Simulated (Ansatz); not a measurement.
`CC[Te][SiH3]` + `C[CH2][InH2]` → `[SiH3][CH2][InH2]` + `CC[Te]C` at 700 K and 1 bar (redistribution).

Gas-phase electronic energies from Ansatz, PBE0-D4/def2-TZVP geometries. CBS: MP2 limit from def2 TZ/QZ plus the TZ coupled-cluster correction, frozen cores. Elements past krypton have def2 core potentials. For In, Te outer-core shells are correlated without core-valence functions, which leaves a few kJ/mol of doubt a bond. Each species was taken in one conformer, which may not be the lowest.

```tsv
species	CCSD(T)/CBS energy (Eh)	H − E (kJ/mol)	S (J/(mol·K))
`CC[Te][SiH3]`	-637.73763	320.5	499.9
`C[CH2][InH2]`	-270.09414	266.2	430.3
`[SiH3][CH2][InH2]`	-521.12346	240.3	466.1
`CC[Te]C`	-386.69985	343.7	468.0
```

H − E and S are ideal-gas, rigid-rotor, harmonic terms from PBE0-D4/def2-TZVP, for one conformer and one mirror image of each species. 1 Eh = 2625.50 kJ/mol, R = 8.31446 J/(mol·K).

By hand: ΔE, ΔH, ΔS and ΔG.

ΔE = (-521.12346) + (-386.69985) − (-637.73763) − (-270.09414) = 0.00846 Eh = 22.2 kJ/mol. Δ(H − E) = 240.3 + 343.7 − 320.5 − 266.2 = -2.7, so ΔH = 19.5 kJ/mol. ΔS = 466.1 + 468.0 − 499.9 − 430.3 = 3.9 J/(mol·K). ΔG = 19.5 − 700 × (3.9)/1000 = 16.8 kJ/mol.

By hand: the equilibrium constant, and the temperature at which ΔG would vanish if ΔH and ΔS stayed fixed.

log₁₀ K = −ΔG/(RT ln 10) = -1.3. ΔG = 0 at ΔH/ΔS = 5000 K, far beyond where these terms or the molecules hold.

The number of gas molecules stays the same, so ΔS is small and ΔH decides. A doubt of 5 kJ/mol in ΔE shifts log₁₀ K by 0.4 here. Other conformers and mirror images would add mixing entropy, several J/(mol·K) or more a flexible species. Modes under 60 cm⁻¹, often nearly free rotors, make the harmonic entropy too high. These are equilibria of isolated gas molecules and say nothing of rates. Largest T1 diagnostic: 0.013 (customary marks: 0.02 for closed shells, 0.045 for open ones).
